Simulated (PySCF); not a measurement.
CH2NO, SMILES [NH]C=O, multiplicity 2.

Geometry: PBE0-D3(BJ)/def2-TZVP. A frequency run showed that this geometry is not a minimum. The isomer is the one that the SMILES or the coordinates give; other isomers of the formula were not compared. One conformer was computed; it need not be the lowest.

The numbers are results of TDA-PBE/def2-SVPD (PySCF), not measurements.

Vertical excitations. The molecule is in vacuum.

```json
[
 {"state": "root 1", "energy (eV)": "0.56", "λ (nm)": "2226", "f": "0.000", "main pairs": "β HOMO→LUMO 100 %"},
 {"state": "root 2", "energy (eV)": "2.47", "λ (nm)": "502", "f": "0.036", "main pairs": "α HOMO→LUMO 5 %, β HOMO−1→LUMO 87 %"},
 {"state": "root 3", "energy (eV)": "4.51", "λ (nm)": "275", "f": "0.000", "main pairs": "β HOMO−2→LUMO 99 %"},
 {"state": "root 4", "energy (eV)": "4.96", "λ (nm)": "250", "f": "0.000", "main pairs": "α HOMO→LUMO 46 %, β HOMO→LUMO+1 53 %"},
 {"state": "root 5", "energy (eV)": "5.64", "λ (nm)": "220", "f": "0.010", "main pairs": "α HOMO→LUMO 6 %, β HOMO−3→LUMO 88 %"},
 {"state": "root 6", "energy (eV)": "6.34", "λ (nm)": "196", "f": "0.000", "main pairs": "α HOMO−1→LUMO 80 %, β HOMO−1→LUMO+1 18 %"},
 {"state": "root 7", "energy (eV)": "6.40", "λ (nm)": "194", "f": "0.003", "main pairs": "β HOMO−4→LUMO 89 %"},
 {"state": "root 8", "energy (eV)": "6.47", "λ (nm)": "192", "f": "0.001", "main pairs": "α HOMO−1→LUMO 19 %, α HOMO−2→LUMO 7 %, β HOMO−1→LUMO+1 73 %"},
 {"state": "root 9", "energy (eV)": "7.35", "λ (nm)": "169", "f": "0.002", "main pairs": "β HOMO→LUMO+2 50 %, β HOMO→LUMO+3 42 %"},
 {"state": "root 10", "energy (eV)": "7.37", "λ (nm)": "168", "f": "0.000", "main pairs": "α HOMO→LUMO+2 7 %, β HOMO→LUMO+2 49 %, β HOMO→LUMO+3 43 %"}
]
```
Unrestricted roots are not spin-pure.
